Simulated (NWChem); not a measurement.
# SiH₂Br₂; SMILES Br[SiH2]Br

Computed with NWChem. Pople sets run with spherical d functions. The geometry was optimised at PBE0/def2-SVP.

Problem. Among these, which level gives the highest value of “dipole (D)”?
A) B3LYP/STO-3G
B) B3LYP/6-31G*
C) B3LYP/def2-SVP
D) B3LYP/3-21G

Solution. A, B3LYP/STO-3G. Values: B3LYP/def2-SVP 1.14; B3LYP/6-31G* 1.40; B3LYP/3-21G 1.54; B3LYP/STO-3G 1.83
